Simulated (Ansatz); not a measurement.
Several settings on one geometry of ReO3(NH2) (ReNO₃H₂) (that of the charge 0 singlet, r2SCAN-D4/def2-SVP). Ansatz on 4 threads of Arm Neoverse V2 on a shared host; times are rough.

Cartesian coordinates in Å:
```
Re 0.351 0.615 0.231
O 0.348 0.637 1.944
O 1.968 0.564 -0.327
O -0.490 1.994 -0.335
N -0.545 -0.945 -0.437
H -0.073 -1.834 -0.593
H -1.559 -1.031 -0.483
```

Totals from different functionals, basis sets or treatments of relativity can't be compared as stabilities.

In the def2 sets Re takes a core potential; there is no spin–orbit coupling.

The spins typed aren't always the lowest for that charge.

**Question.** Give the basis size and estimate the energy, ⟨S²⟩, dipole and time of these runs.

```csv
run,method,charge,state,further keys
1,UKS B97M-V/def2-TZVP,0,triplet,scf: {omitted_lower_state_checks: [starts]}; forces asked
2,RKS PBE0-D3(BJ)-ATM/def2-mTZVPP,0,singlet,"point_charges: [{charge: 2.00, position_ang: [6.423, -0.718, 0.910]}]; forces asked"
3,ROKS PBEsol/def2-SVPD,-1,doublet,scf: {lower_state_search: light}; forces asked
```

**Answer.** 
```json
{"run": "1", "functions": "176", "energy (Eh)": "-359.9660", "⟨S²⟩": "2.01", "dipole (D)": "4.44", "wall time": "32 s"}
{"run": "2", "functions": "142", "energy (Eh)": "-359.8323", "⟨S²⟩": "–", "dipole (D)": "5.43", "wall time": "1.6 s"}
{"run": "3", "functions": "140", "energy (Eh)": "-358.6122", "⟨S²⟩": "–", "dipole (D)": "–", "wall time": "6.5 s"}
```
